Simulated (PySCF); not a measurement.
# Hartree-Fock beside MP2: BFH3OSi anion

Calculated results; nothing here was measured. The program is PySCF 2.14.0, an open-source quantum chemistry code, run on an isolated molecule that a program drew, which may never have been made. The molecule is BFH3OSi anion (charge -1, singlet), drawn as the SMILES string `FBO[SiH2-]`.

The geometry was optimised and harmonic frequencies were computed with HF and MP2, all in the aug-cc-pV(D+d)Z basis, for the commonest isotopes, with a restricted reference for singlets and an unrestricted one otherwise, and a frozen core in MP2. Each result is a local minimum of its method.

Geometry at the HF minimum:
```xyz
7
BFH3OSi anion, angstrom
F    -1.7145    0.3714    1.3357
B    -1.0620   -0.0464    0.2029
O    -0.1209   -0.9414    0.2932
Si    0.9195   -1.6993   -0.9719
H    -1.4485    0.4857   -0.8053
H    -0.1969   -2.0458   -1.9766
H     1.3359   -0.4054   -1.6988
```

Lengths of the bonds as drawn, in Å (atoms numbered as above):
| bond | HF | MP2 |
|---|---|---|
| F1-B2 | 1.372 | 1.405 |
| B2-O3 | 1.302 | 1.327 |
| O3-Si4 | 1.805 | 1.857 |
| B2-H5 | 1.204 | 1.210 |
| Si4-H6 | 1.541 | 1.543 |
| Si4-H7 | 1.541 | 1.543 |

Rotational constants, in GHz:
```
constant     HF    MP2
       A  42.91  40.44
       B  2.413  2.346
       C  2.339  2.268
```

Harmonic frequencies in cm^-1, each column in rising order, so a row needn't be the same motion in every method:
| rank | HF | MP2 |
|---|---|---|
| 1 | 83 | 80 |
| 2 | 110 | 103 |
| 3 | 183 | 180 |
| 4 | 388 | 360 |
| 5 | 727 | 661 |
| 6 | 822 | 766 |
| 7 | 887 | 817 |
| 8 | 1002 | 918 |
| 9 | 1037 | 984 |
| 10 | 1086 | 1005 |
| 11 | 1205 | 1117 |
| 12 | 1515 | ? |
| 13 | 1934 | 1933 |
| 14 | 1961 | 1944 |
| 15 | 2660 | 2611 |

**Estimate the missing MP2 frequency from the HF column.**

A single factor s that minimises the squared misfit of MP2 against s times HF over the other rows is sum(HF x MP2) / sum(HF^2) = 0.9691, with an rms misfit of 37 cm^-1. For rank 12 it gives 0.9691 x 1515 = 1468 cm^-1. The calculation gives 1414 cm^-1, 54 cm^-1 below the estimate. The drawn bonds are on average 1.3 % longer in MP2 than in HF.
